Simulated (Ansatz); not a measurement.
`C[O][GaH2]` + `C[O][Y]([NH2])[Cl]` → `[NH2][GaH2]` + `C[O][Y]([Cl])[O]C`  (redistribution)

Gas-phase electronic energies from Ansatz, PBE0-D4/def2-TZVP geometries. CBS: MP2 limit from def2 TZ/QZ plus the TZ coupled-cluster correction, frozen cores. DFT in def2-TZVPP. B3LYP here is the variant with VWN-RPA as its local correlation; programs differ in this. HSE06 is defined as in plane-wave codes. Elements past krypton have def2 core potentials. For Ga, Y outer-core shells are correlated without core-valence functions, which leaves a few kJ/mol of doubt a bond. Scalar relativity is left out up to krypton. One conformer a species, not always the lowest.

`C[O][GaH2]`:

```xyz
8

C     0.498    0.282    1.085
O     0.540   -0.571   -0.027
Ga   -0.572   -0.446   -1.414
H     0.328   -0.301    1.998
H    -0.294    1.041    1.018
H     1.455    0.804    1.194
H    -1.636    0.698   -1.333
H    -0.320   -1.508   -2.521
```

`C[O][Y]([NH2])[Cl]`:

```xyz
10

C    -0.881   -1.006    1.799
O    -0.255   -0.592    0.630
Y     0.686   -0.153   -1.081
N     0.594    1.904   -1.624
Cl    1.894   -1.768   -2.555
H    -1.917   -0.648    1.838
H    -0.362   -0.616    2.683
H    -0.900   -2.100    1.877
H     0.139    2.653   -1.116
H     1.003    2.324   -2.451
```

`[NH2][GaH2]`:

Cartesian coordinates in Å:
```
N -0.544 -0.769 0.147
Ga 0.491 0.694 -0.133
H -0.994 -1.289 -0.586
H -0.736 -1.157 1.055
H 0.676 1.150 -1.614
H 1.108 1.370 1.131
```

`C[O][Y]([Cl])[O]C`:

Cartesian coordinates in Å:
```
C -1.976 1.152 1.816
O -1.518 0.412 0.734
Y -0.763 -0.638 -0.797
Cl -2.256 -1.923 -2.333
O 1.225 -0.647 -1.046
C 2.608 -0.617 -1.159
H -2.735 0.596 2.381
H -2.433 2.092 1.484
H -1.158 1.401 2.503
H 3.075 -0.224 -0.247
H 3.011 -1.622 -1.338
H 2.921 0.018 -1.996
```

```json
{"level": "LDA (SPW92)", "ΔE (kJ/mol)": "-69.9", "difference from CCSD(T)/CBS": "-0.2"}
{"level": "r2SCAN-D4", "ΔE (kJ/mol)": "-65.3", "difference from CCSD(T)/CBS": "4.4"}
{"level": "B97M-V", "ΔE (kJ/mol)": "-64.3", "difference from CCSD(T)/CBS": "5.4"}
{"level": "PBE0-D4", "ΔE (kJ/mol)": "-66.2", "difference from CCSD(T)/CBS": "3.5"}
{"level": "B3LYP-D4", "ΔE (kJ/mol)": "-65.6", "difference from CCSD(T)/CBS": "4.1"}
{"level": "r2SCANh-D4", "ΔE (kJ/mol)": "-66.0", "difference from CCSD(T)/CBS": "3.7"}
{"level": "HSE06-D4", "ΔE (kJ/mol)": "-65.9", "difference from CCSD(T)/CBS": "3.8"}
{"level": "BHLYP-D4", "ΔE (kJ/mol)": "-68.0", "difference from CCSD(T)/CBS": "1.7"}
{"level": "PBE", "ΔE (kJ/mol)": "-64.2", "difference from CCSD(T)/CBS": "5.5"}
{"level": "B3LYP", "ΔE (kJ/mol)": "-66.7", "difference from CCSD(T)/CBS": "3.0"}
{"level": "r2SCANh", "ΔE (kJ/mol)": "-66.1", "difference from CCSD(T)/CBS": "3.6"}
{"level": "HSE06", "ΔE (kJ/mol)": "-66.4", "difference from CCSD(T)/CBS": "3.3"}
{"level": "SCS-MP2/def2-TZVPP", "ΔE (kJ/mol)": "-67.2", "difference from CCSD(T)/CBS": "2.5"}
{"level": "SCS-MP2/def2-QZVPP", "ΔE (kJ/mol)": "-69.5", "difference from CCSD(T)/CBS": "0.2"}
{"level": "HF/CBS(def2)", "ΔE (kJ/mol)": "-69.4", "difference from CCSD(T)/CBS": "0.3"}
{"level": "MP2/CBS(def2)", "ΔE (kJ/mol)": "-71.9", "difference from CCSD(T)/CBS": "-2.2"}
{"level": "CCSD(T)/CBS", "ΔE (kJ/mol)": "-69.7", "difference from CCSD(T)/CBS": "0"}
```

Largest T1 diagnostic among the species: 0.015.

Leaving LDA and LC-ωPBE aside and taking each functional with its dispersion term where it has one, the values, not all of them listed here, spread over 8.5 kJ/mol, from CAM-B3LYP-D4 to revPBE-D4. LDA lies −5.6 kJ/mol from PBE without D4. From BLYP to BHLYP (50 % exact exchange), in def2-TZVPP and without D4, ΔE moves by −4.6 kJ/mol. At CCSD(T), def2-SVP lies −7.5 kJ/mol from the extrapolated value and def2-TZVPP +3.5 kJ/mol.
